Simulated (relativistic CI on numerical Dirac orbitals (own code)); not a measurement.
**How well does a small relativistic CI reproduce Te?**

Calculated at this level of theory: Dirac-Coulomb-Breit CI, orbitals from a KLI potential per configuration, model QED (radiative potential, 1s self-energy scaled to tabulated hydrogen-like ionisation energies), valence Slater integrals scaled by 0.85, P86 correlation energy added to each configuration (own radial code, finite nucleus).

Configurations in the expansion (outside the closed core [Kr] 4d10): 5s2 5p4, 5s2 5p3 6s, 5s2 5p3 6p, 5s2 5p3 5d, 5s 5p5, 5s2 5p3 7s, 5s2 5p3 7p, 5s2 5p3 6d, 5s2 5p3 4f, 5s2 5p3 8s, 5s2 5p3 8p, 5s2 5p3 7d, 5s2 5p3 5f, 5s2 5p3 5g, 5s2 5p3 8d, 5p6, 5s2 5p2 5d2, 5s2 5p 5d2 6s, 5s2 5p 5d2 6p, 5s2 5p 5d3, 5s2 5p 5d2 7s, 5s2 5p 5d2 7p. Double excitations out of closed p, d and f shells are left out; levels of such configurations are missing from the list, as are those of other unlisted configurations, and high levels can miss mixing partners. These lack a partner that the ground configuration has and come out too high: 5s2 5p3 6d, 5s2 5p3 4f, 5s2 5p3 8s, 5s2 5p3 8p, 5s2 5p3 7d.

```csv
Configuration,Term (tabulated),J,Measured (cm⁻¹),Computed,Error,Purity (%)
5s2 5p4,3P,2,0.0,0,0,93
5s2 5p4,3P †,0,4706.5,4351,-355,84
5s2 5p4,3P †,1,4750.7,4681,-70,99
5s2 5p4,1D,2,10557.9,11449,892,93
5s2 5p4,1S,0,23198.4,20500,-2698,82
5s2 5p3 6s,5S°,2,44253.0,44238,-15,94
5s2 5p3 6s,3S°,1,46652.7,47038,385,91
5s2 5p3 6p,5P,1,54160.1,53295,-865,91
5s2 5p3 6p,5P,2,54199.1,53348,-851,88
5s2 5p3 6p,5P,3,54535.3,53595,-940,94
5s2 5p3 6p,3P,1,55355.7,54532,-824,90
5s2 5p3 6p,3P,2,55667.8,54757,-911,89
5s2 5p3 5d,5D°,3,55677.7,56140,463,89
5s2 5p3 6p,3P,0,55809.1,54870,-939,96
5s2 5p3 5d,5D°,4,55816.2,56150,334,91
5s2 5p3 5d,5D° †,2,55817.3,56003,186,60
5s2 5p3 5d,5D° †,0,55826.5,56230,404,92
5s2 5p3 5d,5D°,1,55851.5,56362,511,59
5s2 5p3 5d,3D° †,2,58592.4,58153,-440,64
5s2 5p3 5d,3D° †,1,58746.1,59054,308,82
5s2 5p3 5d,3D°,3,58827.0,59178,351,62
```

Measured levels from NIST Handbook of Basic Atomic Spectroscopic Data (Sansonetti and Martin, J. Phys. Chem. Ref. Data 34, 1559 (2005)); pairs were made by configuration, J and term (by order where the table uses no LS term), so strongly mixed levels may be paired wrongly.

Mean error by configuration (cm⁻¹): 5s2 5p4 -903; 5s2 5p3 6s 185; 5s2 5p3 6p -888; 5s2 5p3 5d 415. Over the excited levels the mean absolute error is 784 cm⁻¹ (20 of the 23 excited levels that our extract of the source holds in range could be paired, and the others can miss by more), and the median relative error of those above 1,000 cm⁻¹ is 1.5 %. † marks terms whose computed intervals miss the measured ones by more than a factor of 2.5, or configurations far off the rest, from wrong mixing, a near crossing or a doubtful label or measurement; they are left out of the means.

Transition probabilities of persistent lines. The last column rescales the computed rate by the cube of measured over computed energy:

```
λ measured (Å)         Lower             Upper  A tabulated (s⁻¹)  A computed  A rescaled
   2142.82 air  5s2 5p4 3P_2  5s2 5p3 6s 3S°_1           3.11e+08    3.59e+08    3.50e+08
   2259.03 air  5s2 5p4 3P_2  5s2 5p3 6s 5S°_2           1.30e+07    1.17e+07    1.17e+07
   2383.28 air  5s2 5p4 3P_0  5s2 5p3 6s 3S°_1           4.00e+07    5.47e+07    5.19e+07
   2385.79 air  5s2 5p4 3P_1  5s2 5p3 6s 3S°_1           8.10e+07    1.12e+08    1.08e+08
```
